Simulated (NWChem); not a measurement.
Species: SiN2H4, singlet; SMILES N[Si]N

```xyz
7

Si     0.0000     0.0000    -0.6665
N      1.3245     0.0000     0.4435
H      1.2910     0.0000     1.4591
H      2.2784     0.0000     0.1014
N     -1.3245     0.0000     0.4435
H     -2.2784     0.0000     0.1014
H     -1.2910     0.0000     1.4591
```
Atoms are numbered in this order, from 1.

Low-valent species are run as closed-shell singlets; no triplet was tried in these runs. Structure relaxed at the PBE0/def2-SVP level.

Symmetry labels are those of C2v in the frame above (b1 and b2, or b-type labels, depend on it).

Q: List the 4 lowest vertical singlet excitations from CAM-B3LYP/def2-SVPD, TDA (NWChem).

A: 
```csv
state,energy (eV),oscillator strength,symmetry,leading excitation (squared amplitude)
S1,5.53,0.145,b2,HOMO → LUMO (0.95)
S2,6.25,0.014,b1,HOMO−1 → LUMO (0.53)
S3,6.45,0.020,a1,HOMO → LUMO+1 (0.95)
S4,6.68,0.000,a2,HOMO−1 → LUMO+1 (0.92)
```
